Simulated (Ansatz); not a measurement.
Correlation energies of CH$_{4}$OSiZn by basis set

```tsv
atom	x (Å)	y (Å)	z (Å)
C1	0.5289	0.8055	0.4501
Si2	-0.4563	-0.7600	-0.0509
O3	-0.5431	-0.5917	-1.6835
Zn4	0.4298	1.0222	-1.5423
H5	1.5390	0.6718	0.8363
H6	0.0069	1.5800	1.0113
H7	0.2881	-1.9809	0.3706
H8	-1.7933	-0.7470	0.6084
```

The species carries charge 0 and has multiplicity 1. For Zn the d shell is correlated and the shells below it are frozen. Scalar relativity is left out up to krypton. Geometry: relaxed with PBE0-D4/def2-TZVP. Frozen core, restricted reference, the Gaussian-basis code of Ansatz.

```tsv
basis	HF (Eh)	MP2 corr.	CCSD corr.	(T)	CCSD(T) total
def2-SVP	-2181.35431	-0.73089	-0.73712	-0.02334	-2182.11477
def2-TZVPP	-2181.84894	-1.04264	-1.01601	-0.03968	-2182.90463
def2-QZVPP	-2181.90613	-1.11732	–	–	–
```
